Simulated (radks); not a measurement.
Q: Coherent X-ray form factor from a spherical all-electron density. All-electron calculation, scalar-relativistic Kohn-Sham, LB94 model potential, spin-polarised, spherical densities, finite nucleus; Fermi nuclear charge, rms radius of each element as measured or else 0.836 A^(1/3) + 0.57 fm. Program: a radial shooting solver on a logarithmic mesh with Libxc functionals.

sin(theta)/lambda (1/angstrom)  f0 (electrons)
0.05                                    53.751
0.1                                     53.017
0.15                                    51.839
0.2                                     50.281
0.25                                    48.418
0.3                                     46.336
0.4                                     41.831
0.5                                     37.317
0.6                                     33.150
0.8                                     26.406
1                                       21.755
1.25                                    18.081
1.5                                     15.711
2                                       12.123

The species is in the configuration that NIST lists as its ground one. Which atom or ion scatters so?

A: The dysprosium ion Dy12+, [Kr] 4d10 4f6 5s2. Extrapolating in s^2 from the first two rows gives f0(0) = 54.0, near the electron count 54; among species with that count, the fall with angle is slower the higher Z, and the table is that of Z = 66; from so few rows the species is fixed only to a neighbour or two.
